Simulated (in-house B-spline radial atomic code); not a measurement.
**Ionising Rh8+ with different functionals**

Computed with an all-electron radial atomic-structure program (B-spline basis): scalar-relativistic (spin-free X2C) Hamiltonian, Fermi nucleus of rms radius 4.4945 fm, spin-polarised at highest spin, spherical fractional occupations for the functionals, the average over the highest-spin determinants for Hartree-Fock. The ionisation energy is the difference of two self-consistent energies, [Kr] 4d1 → [Ar] 3d10 4s2 4p6, without Breit or QED terms; ε is the level of the shell that loses the electron (its least bound occupied spin orbital). There is no spin-orbit coupling in this Hamiltonian.

Hybrids are left out here: with spherical fractional occupations of an open shell their exact exchange keeps a self-interaction that integer-occupation calculations don't have.

```csv
method,rung,ΔSCF (eV),-ε(4d) (eV)
Hartree-Fock,Hartree-Fock,133.78,134.33
LDA VWN5,LDA,135.35,125.79
LDA PW92,LDA,135.34,125.78
LDA exchange-only,LDA,133.52,124.03
PBE,GGA,135.17,125.66
PBEsol,GGA,135.15,125.62
BLYP,GGA,135.02,125.49
RPBE,GGA,135.15,125.64
PW91,GGA,135.28,125.76
BP86,GGA,135.21,125.69
AM05,GGA,135.17,125.63
OLYP,GGA,135.69,126.16
TPSS,meta-GGA,134.99,125.51
SCAN,meta-GGA,134.54,125.27
r2SCAN,meta-GGA,134.55,125.28
revTPSS,meta-GGA,134.92,125.44
```

(1) How do they compare with the NIST value?

Results:

(1) NIST lists 135 eV ± 2.2 (tabulated theory, ground level to ground level). Errors run from -1.48 to +0.69 eV; all lie within about twice that uncertainty, so the table can't rank the methods. Hartree-Fock also lacks correlation.
